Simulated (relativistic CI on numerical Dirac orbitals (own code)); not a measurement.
**Mn7+: L2,3 absorption edge**

Computed with this model: Dirac-Coulomb-Breit CI, orbitals from a KLI potential per configuration, model QED (radiative potential, 1s self-energy scaled to tabulated hydrogen-like ionisation energies), valence Slater integrals scaled by 0.9, multiplet model of core-to-valence dipole absorption; configurations [Ne] 3s2 3p6 → [He] 2s2 2p5 3s2 3p6 3d; 80 K; Lorentzian 0.4 eV and Gaussian 0.3 eV FWHM. Energies are those of the free ion, without screening or charge transfer. The branching ratio is the share of the lower-energy edge in the whole absorption, uncertain by about 0.02 where the edges overlap. S is read from ⟨S²⟩ = S(S + 1).

Field parameters in Wybourne normalisation: Oh B⁴₀ = 21Dq, B⁴₄ = √(5/14) B⁴₀. The field is a parameter set, without covalency.

free ion: ground-state S = 0.00, centroid 671.15 eV, branching ratio 0.346. Peaks (eV, height): 664.8 (53), 674.6 (100).

Oh, 10Dq = 5900 cm⁻¹: ground-state S = 0.00, centroid 671.15 eV, branching ratio 0.345. Peaks (eV, height): 664.8 (52), 674.6 (100).

Oh, 10Dq = 13250 cm⁻¹: ground-state S = 0.00, centroid 671.15 eV, branching ratio 0.342. Peaks (eV, height): 665.0 (51), 671.2 (7), 674.7 (100).

Oh, 10Dq = 20650 cm⁻¹: ground-state S = 0.00, centroid 671.15 eV, branching ratio 0.336. Peaks (eV, height): 661.6 (6), 665.2 (50), 671.2 (16), 675.0 (100).

Oh, 10Dq = 28050 cm⁻¹: ground-state S = 0.00, centroid 671.15 eV, branching ratio 0.326. Peaks (eV, height): 661.2 (10), 665.5 (48), 671.1 (28), 675.3 (100).

Oh, 10Dq = 35400 cm⁻¹: ground-state S = 0.00, centroid 671.15 eV, branching ratio 0.313. Peaks (eV, height): 661.0 (16), 665.8 (45), 670.9 (42), 675.7 (100).

The statistical ratio of this edge is 2/3 = 0.667. Values above it arise where the holes sit mainly in the j = l + 1/2 valence subshell or the ground state has high spin; values below it where core-valence Coulomb terms move weight to the upper edge, as in nearly empty shells.

Strongest unbroadened transitions for Oh, 10Dq = 20650 cm⁻¹:

```csv
Energy (eV),Relative strength
658.21,0.7
659.50,0.9
661.04,0.9
661.58,5.9
665.18,50.2
671.18,15.9
674.99,100.0
```
